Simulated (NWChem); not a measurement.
System: C$_{4}$H$_{8}$O; SMILES C/C=C/OC

NWChem input:

```
start job
memory heap 200 mb stack 900 mb global 1100 mb
geometry units angstroms
  C      2.345195    -0.869904     0.320792
  C      1.185596     0.062955     0.428457
  C     -0.004826    -0.179416    -0.098995
  O     -1.045357     0.698876     0.016100
  C     -2.247552     0.291893    -0.586944
  H      2.685932    -1.165707     1.312539
  H      2.076955    -1.760205    -0.242749
  H      3.180587    -0.382696    -0.182399
  H      1.344529     0.983224     0.970005
  H     -0.210212    -1.090936    -0.651428
  H     -2.963873     1.093983    -0.417499
  H     -2.122134     0.155748    -1.669852
  H     -2.623903    -0.638523    -0.153415
end
basis spherical
  * library def2-svp
end
dft
  xc pbe0
  iterations 150
end
driver
  maxiter 120
end
task dft optimize
```

Parts of the log:

```
             Northwest Computational Chemistry Package (NWChem) 7.3.0
             --------------------------------------------------------

 C1  symmetry detected

                             Geometry "geometry" -> ""
                             -------------------------

 Output coordinates in angstroms (scale by  1.889725989 to convert to a.u.)

  No.       Tag          Charge          X              Y              Z
 ---- ---------------- ---------- -------------- -------------- --------------
    1 C                    6.0000    -0.24913230     2.48361197    -0.00066165
    2 C                    6.0000     0.45454098     1.16781279    -0.00264520
    3 C                    6.0000    -0.16979171    -0.00019365     0.00220334
    4 O                    8.0000     0.50619094    -1.18779422     0.00310000
    5 C                    6.0000    -0.29851735    -2.33973001    -0.00455108
    6 H                    1.0000     0.03135201     3.06378890    -0.87923238
    7 H                    1.0000    -1.32785189     2.34762587     0.00557093
    8 H                    1.0000     0.02982230     3.06344724     0.87935426
    9 H                    1.0000     1.53388451     1.18835286    -0.00760647
   10 H                    1.0000    -1.25305690    -0.06908167     0.00723413
   11 H                    1.0000     0.38113662    -3.19008379     0.00747727
   12 H                    1.0000    -0.93448205    -2.38552422     0.89010341
   13 H                    1.0000    -0.93292983    -2.38517806    -0.89377360

 Effective nuclear repulsion energy (a.u.)     172.2099578621

                                Z-matrix (autoz)
                                --------

 Units are Angstrom for bonds and degrees for angles

[...]

      ----------------------
      Optimization converged
      ----------------------

  Step       Energy      Delta E   Gmax     Grms     Xrms     Xmax
  ---- ---------------- -------- -------- -------- -------- --------
@    4    -231.98130562 -4.8D-07  0.00005  0.00001  0.00036  0.00147
                                     ok       ok       ok       ok

                                Z-matrix (autoz)
                                --------

 Units are Angstrom for bonds and degrees for angles

      Type          Name      I     J     K     L     M      Value     Gradient
      ----------- --------  ----- ----- ----- ----- ----- ---------- ----------
    1 Stretch                  1     2                       1.49237   -0.00005
    2 Stretch                  1     6                       1.10346   -0.00002
    3 Stretch                  1     7                       1.10100   -0.00002
    4 Stretch                  1     8                       1.10353   -0.00001
    5 Stretch                  2     3                       1.33632    0.00002
    6 Stretch                  2     9                       1.09566   -0.00002
    7 Stretch                  3     4                       1.35049   -0.00000
    8 Stretch                  3    10                       1.09985    0.00000
    9 Stretch                  4     5                       1.39910   -0.00001
   10 Stretch                  5    11                       1.09805   -0.00000
   11 Stretch                  5    12                       1.10573    0.00000
   12 Stretch                  5    13                       1.10569   -0.00000
   13 Bend                     1     2     3               123.94322   -0.00001
   14 Bend                     1     2     9               118.54064   -0.00002
   15 Bend                     2     1     6               111.68314    0.00000
   16 Bend                     2     1     7               111.71375    0.00001
   17 Bend                     2     1     8               111.67368   -0.00001
   18 Bend                     2     3     4               122.75950    0.00001
   19 Bend                     2     3    10               121.41992   -0.00002
   20 Bend                     3     2     9               117.51613    0.00002
   21 Bend                     3     4     5               116.08878   -0.00000
   22 Bend                     4     3    10               115.82054    0.00001
   23 Bend                     4     5    11               107.36149    0.00000
   24 Bend                     4     5    12               111.98312    0.00001
   25 Bend                     4     5    13               111.99426    0.00001
   26 Bend                     6     1     7               107.56207    0.00001
   27 Bend                     6     1     8               106.40207   -0.00001
   28 Bend                     7     1     8               107.52419   -0.00001
   29 Bend                    11     5    12               108.42564   -0.00001
   30 Bend                    11     5    13               108.42824   -0.00001
   31 Bend                    12     5    13               108.52799   -0.00001
   32 Torsion                  1     2     3     4        -179.86414    0.00000
   33 Torsion                  1     2     3    10           0.05634   -0.00000
   34 Torsion                  2     3     4     5        -179.38353   -0.00000
   35 Torsion                  3     2     1     6        -120.70899   -0.00002
   36 Torsion                  3     2     1     7          -0.18805    0.00001
   37 Torsion                  3     2     1     8         120.27776    0.00000
   38 Torsion                  3     4     5    11        -179.97457   -0.00001
   39 Torsion                  3     4     5    12         -61.07114   -0.00001
   40 Torsion                  3     4     5    13          61.11234   -0.00000
   41 Torsion                  4     3     2     9           0.09596    0.00000
   42 Torsion                  5     4     3    10           0.69186   -0.00000
   43 Torsion                  6     1     2     9          59.33128   -0.00002
   44 Torsion                  7     1     2     9         179.85223    0.00001
   45 Torsion                  8     1     2     9         -59.68196    0.00000
   46 Torsion                  9     2     3    10        -179.98355    0.00000

                         Geometry "geometry" -> "geometry"
                         ---------------------------------

 Output coordinates in angstroms (scale by  1.889725989 to convert to a.u.)

  No.       Tag          Charge          X              Y              Z
 ---- ---------------- ---------- -------------- -------------- --------------
    1 C                    6.0000    -0.24381949     2.48708815    -0.00038955
    2 C                    6.0000     0.46121465     1.17175328    -0.00185002
    3 C                    6.0000    -0.16334429    -0.00962098     0.00483261
    4 O                    8.0000     0.49912515    -1.18645780     0.00601762
    5 C                    6.0000    -0.29402106    -2.33900595    -0.00019952
    6 H                    1.0000     0.01947968     3.09177715    -0.88506839
    7 H                    1.0000    -1.33777953     2.36287052     0.00349159
    8 H                    1.0000     0.02497668     3.09259763     0.88215667
    9 H                    1.0000     1.55683924     1.16507963    -0.00812174
   10 H                    1.0000    -1.26106375    -0.07781602     0.01104325
   11 H                    1.0000     0.38356348    -3.20306079     0.00211383
   12 H                    1.0000    -0.94183311    -2.40048178     0.89378199
   13 H                    1.0000    -0.93217232    -2.39766902    -0.90123535

 Effective nuclear repulsion energy (a.u.)     171.8600840829

                Final and change from initial internal coordinates
                --------------------------------------------------

[...]
```

Level: PBE0/def2-SVP. Not confirmed as a minimum by frequencies.
